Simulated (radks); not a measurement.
The europium ion Eu2+ is in [Xe] 4f7. Calculated with a radial shooting solver on a logarithmic mesh with Libxc functionals: scalar-relativistic Kohn-Sham, LDA (Slater exchange, Perdew-Wang correlation), spin-polarised, spherical densities, finite nucleus; Fermi nuclear charge, rms radius of each element as measured or else 0.836 A^(1/3) + 0.57 fm. Open shells are filled with parallel spins first. One electron is removed from 5p, 5s, 4f, 4d in turn, with full relaxation. Which removal costs least, and what does each cost?

Answer. 4f 26.250 eV; 5p 41.964 eV; 5s 63.088 eV; 4d 153.52 eV. The 4f electron leaves first.
